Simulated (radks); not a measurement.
Values are calculated unless marked as measured or tabulated.
Removal energies from neutral erbium, [Xe] 4f(5/2: 6, 7/2: 6) 6s2, by Delta-SCF beside the eigenvalue of the level emptied. Level of theory: Dirac Kohn-Sham, BLYP, spin-unpolarised, spherical densities, finite nucleus; Fermi nuclear charge, rms radius of each element as measured or else 0.836 A^(1/3) + 0.57 fm (a radial shooting solver on a logarithmic mesh with Libxc functionals). Sub-shells are occupied by j as written (lower j first in brackets).

| removed from | final configuration | Delta-SCF (eV) | -eigenvalue (eV) |
|---|---|---|---|
| 6s1/2 | [Xe] 4f(5/2: 6, 7/2: 6) 6s1 | 6.348 | 3.718 |
| 4f7/2 | [Xe] 4f(5/2: 6, 7/2: 5) 6s2 | 9.545 | 2.383 |
| 4f5/2 | [Xe] 4f(5/2: 5, 7/2: 6) 6s2 | 10.698 | 3.464 |
| 5p3/2 | [Kr] 4d10 4f(5/2: 6, 7/2: 6) 5s2 5p(1/2: 2, 3/2: 3) 6s2 | 30.007 | 24.617 |
